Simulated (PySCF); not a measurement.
C2H7NSi, SMILES C1NC[SiH2]1. Geometry: PBE-D3(BJ)/def2-SVP.

Computed equilibrium geometry at PBE-D3(BJ)/def2-SVP (PySCF confirms it by a frequency run) as bond lengths and angles, and its point group:
point group Cs.
Atoms: C1 N2 C3 Si4 H5 H6 H7 H8 H9 H10 H11. Bond lengths (Å): C1–N2 1.477, C1–Si4 1.915, C1–H5 1.111, C1–H6 1.121, N2–C3 1.477, N2–H7 1.029, C3–Si4 1.915, C3–H8 1.121, C3–H9 1.111, Si4–H10 1.506, Si4–H11 1.503. Angles (°): N2–C1–Si4 85.6, N2–C1–H5 114.1, N2–C1–H6 115.4, Si4–C1–H5 120.6, Si4–C1–H6 111.7, H5–C1–H6 108.3, C1–N2–C3 104.3, C1–N2–H7 115.7, C3–N2–H7 115.7, N2–C3–Si4 85.6, N2–C3–H8 115.4, N2–C3–H9 114.1, Si4–C3–H8 111.7, Si4–C3–H9 120.6, H8–C3–H9 108.3, C1–Si4–C3 75.0, C1–Si4–H10 119.7, C1–Si4–H11 114.9, C3–Si4–H10 119.7, C3–Si4–H11 114.9, H10–Si4–H11 109.4.
